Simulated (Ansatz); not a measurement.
Species: sum formula Si₂H₅F (charge 0, singlet). 
Geometry from a B3LYP-D3(BJ)/def2-TZVP (Ansatz, an electronic-structure program) optimisation:
```xyz
8

F     -1.4907     0.9927     0.4651
Si    -0.8103    -0.3708    -0.0655
Si     1.5193    -0.1031    -0.1563
H     -1.1958    -1.4565     0.8663
H     -1.3754    -0.6627    -1.4038
H      2.1164    -1.3703    -0.6467
H      1.8827     0.9927    -1.0856
H      2.0627     0.1971     1.1894
```
Charge 0, spin multiplicity 1.

Property: vertical triplet-singlet gap (E(triplet) - E(singlet); each state is the SCF solution reached for its spin), in eV. Cores are frozen in the correlated levels unless marked. Open shells are spin-unrestricted. No spin-orbit coupling. No relativistic terms. CBS(X,Y): correlation extrapolated as X^-3; Hartree-Fock from the larger set. [CCSD(T)-MP2]/basis is that difference in the basis named.

RI-MP2/CBS(aug-cc-pV(T+d)Z,aug-cc-pV(Q+d)Z)+[CCSD(T)-MP2]/aug-cc-pV(T+d)Z (Ansatz) gives 5.85 eV.

Question: Another calculation gave 5.85 eV. Which level was it?
A) PBE0/def2-TZVPD (Ansatz)
B) wB97X-V/def2-TZVPD (Ansatz)
C) B2PLYP/def2-TZVPD (Ansatz)
D) SVWN5/def2-TZVPD (Ansatz)

Answer: B, wB97X-V/def2-TZVPD (Ansatz). The others give 5.25 (SVWN5), 5.46 (PBE0), 5.73 (B2PLYP) eV.
